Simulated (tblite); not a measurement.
C₃H₄F₄S (charge +1 and doublet state).
Atom-mapped SMILES: `[CH3:1][S+:2][C@@H:3]([F:4])[C:5]([F:6])([F:7])[F:8]` (hydrogens: H9, H10, H11 on C1; H12 on C3)

The geometry is computed with GFN2-xTB (gas phase). This method treats the open shell by occupation alone, without spin polarisation.

Question: What internal coordinates does the optimisation give?

Answer: 
```
                 bond  length (Å)   order
                C1–S2       1.767  single
                S2–C3       1.845  single
                C3–F4       1.341  single
                C3–C5       1.571  single
                C5–F6       1.311  single
         C5–F7, C5–F8       1.329  single
C1–H9, C1–H10, C1–H11       1.094  single
               C3–H12       1.100  single
```

Bonds in one row agree within 0.01 Å and their mean is given. Orders are formal, as drawn. A selection of angles:
```
     angle  degrees
  S2–C1–H9    111.2
 S2–C1–H10    108.1
 S2–C1–H11    110.3
 H9–C1–H10    110.5
 H9–C1–H11    106.9
H10–C1–H11    109.8
  C1–S2–C3    100.9
  S2–C3–F4    110.0
  S2–C3–C5    109.6
 S2–C3–H12    109.5
  F4–C3–C5    108.9
 F4–C3–H12    109.8
 C5–C3–H12    109.0
  C3–C5–F6    110.8
  C3–C5–F7    109.1
  F6–C5–F7    109.9
  F7–C5–F8    108.3
```

Dihedral angles: C1–S2–C3–F4 -25° (synperiplanar); S2–C3–C5–F6 -179° (antiperiplanar).

The 2 C–S bonds span 1.767 Å (C1–S2, drawn single) to 1.845 Å (S2–C3, drawn single), a spread of 0.078 Å. Of the pairs four or more bonds apart, F4···H9 is among the closest relative to their van der Waals radii: 2.42 Å, 91 % of the sum of Bondi's values. The C–F distances run from 1.311 Å (C5–F6, drawn single) to 1.341 Å (C3–F4, drawn single), a spread of 0.030 Å.

Point group: C1 (no symmetry element, even within 0.4 Å). Its GFN2-xTB frequencies are all real (lowest 46 cm⁻¹). 3 starts were optimised and ended at 0.00, 0.00 and 0.03 kcal/mol (GFN2-xTB); the lowest of these is shown.

On an Arm Neoverse V2 with one thread, shared host with 32 logical CPUs at a one-minute load of 12, this took 0.57 s of wall time. This is the geometry optimisation.

One conformer stands for the species.
